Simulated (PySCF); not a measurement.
H₇N₃OSi. Atoms are numbered in the order given.

```xyz
12

N     -1.0737     1.2537    -0.4792
Si    -0.0141    -0.0088     0.0029
N      1.5604     0.5736     0.4424
N      0.0389    -1.0920    -1.3405
O     -0.6005    -0.7632     1.3783
H     -1.4994     1.9020     0.1720
H     -1.1058     1.5804    -1.4374
H      1.9911     1.2955    -0.1275
H      2.2654    -0.0675     0.7956
H     -0.8210    -1.5561    -1.6210
H      0.8219    -1.7352    -1.4082
H     -0.3315    -0.3372     2.2007
```

The structure is a stationary point at B3LYP-D3(BJ)/def2-SVP. Other conformers were not sampled.

All values below come from PBE/pcSseg-1 in PySCF.

GIAO shieldings, no solvent; atoms listed in one row are averaged. δ = σ(ref) − σ: ¹⁵N against NH3 (σ = 267.0 ppm); ²⁹Si against TMS (σ = 335.4 ppm); ¹⁷O against H2O (σ = 334.3 ppm); ¹H against TMS (σ = 31.49 ppm), references at their B3LYP-D3(BJ)/def2-TZVP geometries, non-relativistic.

```tsv
nucleus	atoms	count	δ (ppm)
¹⁵N	N4	1	33.5
¹⁵N	N3	1	32.8
¹⁵N	N1	1	29.1
²⁹Si	Si2	1	-39.0
¹⁷O	O5	1	69.3
¹H	H12	1	1.50
¹H	H10	1	0.85
¹H	H7	1	0.81
¹H	H9	1	0.49
¹H	H8	1	0.44
¹H	H6	1	0.38
¹H	H11	1	0.33
```
